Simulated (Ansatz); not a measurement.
Ideal-gas functions of ClFGaH3OSi (`[F][Ga]([Cl])[O][SiH3]`) at 400 K and 1 bar, from an Ansatz frequency run at PBE0-D4/def2-TZVP.

Molar mass 171.28 g/mol, point group C1 (symmetry number 1), electronic degeneracy 1, moments of inertia 111.957, 456.145, 562.202 u Å². Harmonic wavenumbers (cm⁻¹, unscaled): 22, 54, 60, 139, 183, 202, 433, 542, 704, 724, 731, 954, 955, 981, 1033, 2224, 2224, 2243.

Use S(trans) = R[1.5 ln M + 2.5 ln T − 1.1517]; rotational temperatures θ = 24.2544 K / I; S(rot) = R[ln(√π/σ · √(T³/θAθBθC)) + 1.5]; for each mode x = 1.438777 ν̃/T, S = R[x/(eˣ − 1) − ln(1 − e⁻ˣ)] and H = RT x/(eˣ − 1); 1 cm⁻¹ = 0.0119627 kJ/mol; R = 8.31446 J/(mol·K).

Q: By hand: the entropy, in J/(mol·K).

A: Translation 179.1. Rotation: θ = 0.2166, 0.0532, 0.0431 K, giving 123.6. Vibration, mode by mode: 29.41, 21.95, 21.08, 14.16, 11.94, 11.15, 5.42, 3.97, 2.51, 2.37, 2.32, 1.23, 1.22, 1.13, 0.98, 0.03, 0.03, 0.02, in all 130.9. Electronic 0.0. Sum 433.6 J/(mol·K).

Q: By hand: H − E and G − E in kJ/mol, counted from the electronic energy.

A: Zero-point energy ½ × 14408 × 0.0119627 = 86.2; thermal vibration 22.4; translation, rotation and pV give 4 RT = 13.3. H − E = 121.9 kJ/mol, and G − E = 121.9 − 400 × 433.6/1000 = -51.5 kJ/mol.

Vibration gives 30 % of the entropy, 86.6 J/(mol·K) of it from the modes under 150 cm⁻¹: soft modes count most, and the harmonic formula is weakest for them. The sum counts one conformer and one mirror image; others add a mixing term.
